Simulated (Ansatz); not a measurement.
System: sum formula H5SiN2O2 (charge 0, doublet). It need not be the lowest isomer of its formula. 
Structure (B3LYP-D3(BJ)/def2-TZVP (Ansatz, a quantum-chemistry and plane-wave program) minimum search):
```xyz
10

N     -0.8426     0.3861     1.4885
Si    -0.0151    -0.0103     0.0120
N      1.6054    -0.1575     0.4894
O     -0.3990    -1.3878    -0.7948
O     -0.3993     1.1896    -1.0538
H     -1.6816    -0.1501     1.7093
H      2.2540    -0.7818     0.0418
H      1.9556     0.2468     1.3403
H     -0.9683    -1.2813    -1.5615
H     -0.3014     2.0970    -0.7544
```
Charge 0, spin multiplicity 2.

Computed values are from Ansatz. Valence correlation only, unless marked. Open shells are spin-unrestricted. Spin-orbit coupling is left out. Non-relativistic. CBS(X,Y): correlation extrapolated as X^-3; Hartree-Fock from the larger set.

Task: What is the T1 diagnostic at CCSD/cc-pV(Q+d)Z?

Result: 0.013.

Task: What is the dipole moment at CCSD(T)/aug-cc-pV(D+d)Z?

Result: 0.31 D.

Task: What is the total energy at CCSD(T)/CBS(cc-pV(T+d)Z,cc-pV(Q+d)Z)?

Result: -551.9285 Eh.

Task: What is the atomisation energy De at CCSD(T)/CBS(cc-pV(T+d)Z,cc-pV(Q+d)Z)?

Result: 3732.2 kJ/mol.
